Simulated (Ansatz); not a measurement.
Other settings, tried on (Cl)3Ti-S-SiH3 (TiSiH₃SCl₃).

```yaml
crystal:
  periodic: [false, false, false]
  atoms:
    - {symbol: Ti, position_ang: [-0.100145, 1.532376, -0.501380]}
    - {symbol: Cl, position_ang: [1.987689, 1.562029, -1.146994]}
    - {symbol: Cl, position_ang: [-1.314340, 0.445089, -1.962007]}
    - {symbol: Cl, position_ang: [-0.842795, 3.543869, -0.151025]}
    - {symbol: S, position_ang: [-0.278225, 0.455946, 1.469307]}
    - {symbol: Si, position_ang: [0.073674, -1.552481, 0.684877]}
    - {symbol: H, position_ang: [0.708349, -2.324230, 1.805304]}
    - {symbol: H, position_ang: [-1.239387, -2.161751, 0.292328]}
    - {symbol: H, position_ang: [1.005189, -1.500848, -0.490400]}
basis:
  gaussian: {orbitals: ANO-RCC-VTZP}
hamiltonian: {xc: {name: r2SCAN50}, dispersion: d4}
scf: {lower_state_search: off}
output: {forces: true}
```

```sh
$ ansatz run in.yaml --threads 4 --pin off --events-out ev --progress --plain --max-ram 4787MiB
```

Shortened log:

```
Functional definition: r2SCAN50
1737 factors; integrals over basis functions are off by at most 6.9e-4 eV
mean field evaluation 1: about -79724.6206 eV, gradient 3.6e1 eV
mean field evaluation 2: about -79673.3626 eV, gradient 2.0e2 eV
mean field evaluation 4: about -79727.8424 eV, gradient 2.2e0 eV
mean field evaluation 8: about -79728.1783 eV, gradient 9.2e-1 eV
mean field evaluation 16: about -79728.1812 eV, gradient 1.4e-3 eV
mean field -79728.18124285 eV, -2929.9566189723 hartree, gradient 4.5e-6 eV, S^2 0.000000; 0 other end points of the search recorded, 0 dependent functions left out
reference -79728.18125841 eV, -2929.9566195442 hartree; 53, 53 occupied and 218, 218 virtual orbitals, 1737 factors
Total energy: -79728.32591885 eV, -2929.9619357173 hartree
Relativity: scalar
Atom 0 at    -0.100145     1.532376    -0.501380 Å, force     0.003135    -0.145191     0.124985 eV/Å
Atom 1 at     1.987689     1.562029    -1.146994 Å, force    -0.430193     0.024123     0.116977 eV/Å
Atom 2 at    -1.314340     0.445089    -1.962007 Å, force     0.257020     0.256528     0.291769 eV/Å
Atom 3 at    -0.842795     3.543869    -0.151025 Å, force     0.143759    -0.384174    -0.074682 eV/Å
Atom 4 at    -0.278225     0.455946     1.469307 Å, force     0.124119    -0.224408    -0.685340 eV/Å
Atom 5 at     0.073674    -1.552481     0.684877 Å, force     0.013879    -0.125296     0.067339 eV/Å
Atom 6 at     0.708349    -2.324230     1.805304 Å, force    -0.249039     0.321227    -0.421643 eV/Å
Atom 7 at    -1.239387    -2.161751     0.292328 Å, force     0.505430     0.257536     0.153083 eV/Å
Atom 8 at     1.005189    -1.500848    -0.490400 Å, force    -0.368110     0.019656     0.427512 eV/Å
Dipole moment:     0.010763    -0.341265     0.103245 e Å
Checks for a lower state left out: stability, starts, cluster_reference, orbital_swaps, neighbouring_geometries, increment
```

Run time 34 s (4 threads of Arm Neoverse V2 on a shared host), peak host memory 1.3 GiB.

DK, ANO-RCC and x2c sets are all-electron and run with scalar relativity unless a key says otherwise.
